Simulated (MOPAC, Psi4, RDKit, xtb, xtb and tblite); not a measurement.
Two geometries of CH7NSi3, SMILES N#C[SiH2][SiH2][SiH3], singlet, relaxed at GFN2-xTB with one dihedral held; other torsions can differ between them too.

Structure A

```
12

N     -2.0236     0.8246    -2.4378
C     -1.9545     0.4901    -1.3435
Si    -1.7652    -0.0643     0.4287
Si     0.4030    -0.8079     0.8127
Si     1.1578    -0.5031     2.9813
H     -2.1530     1.1289     1.1916
H     -2.8330    -1.0592     0.5790
H      1.2976    -0.1512    -0.1534
H      0.4602    -2.2316     0.4390
H      0.3767    -1.3082     3.9243
H      2.5625    -0.8648     3.1700
H      1.0120     0.8940     3.3978
```

Structure B

```
12

N     -2.0076     0.7878    -2.4143
C     -1.9508     0.4621    -1.3164
Si    -1.7874    -0.0973     0.4580
Si     0.4133    -0.7762     0.7759
Si     1.8188    -0.6168    -1.0609
H     -2.2418     1.0750     1.2153
H     -2.8308    -1.1227     0.5759
H      0.3544    -2.1562     1.2905
H      0.9305    -0.0134     1.9259
H      2.3112     0.7519    -1.2240
H      2.9928    -1.4850    -0.9398
H      1.1141    -0.9965    -2.2845
```

**Question.** Which is lower in energy at the level DF-MP2 (frozen core)/cc-pVTZ // GFN2-xTB (Psi4), and by how much?

**Answer.** A is lower, by 0.39 kcal/mol (dihedral C2–Si3–Si4–Si5: 150° in A, 0° in B).

E(B) − E(A) in kcal/mol at the other levels, on the same two geometries: GFN2-xTB (xtb and tblite) -0.60; MMFF94 // GFN2-xTB (RDKit) -0.03; B3LYP/def2-TZVP // GFN2-xTB (Psi4) 0.77; B3LYP-D3(BJ)/def2-TZVP // GFN2-xTB (Psi4) 0.24; PBE/def2-TZVP // GFN2-xTB (Psi4) 0.60; PBE-D3(BJ)/def2-TZVP // GFN2-xTB (Psi4) 0.29; HF/cc-pVTZ // GFN2-xTB (Psi4) 0.80; UFF // GFN2-xTB (RDKit) 1.49; PM7, restricted, heats of formation // GFN2-xTB (MOPAC) 0.59; PM3, restricted, heats of formation // GFN2-xTB (MOPAC) 1.19; GFN1-xTB // GFN2-xTB (xtb) 0.26.

MMFF94 has few fitted parameters for silicon.
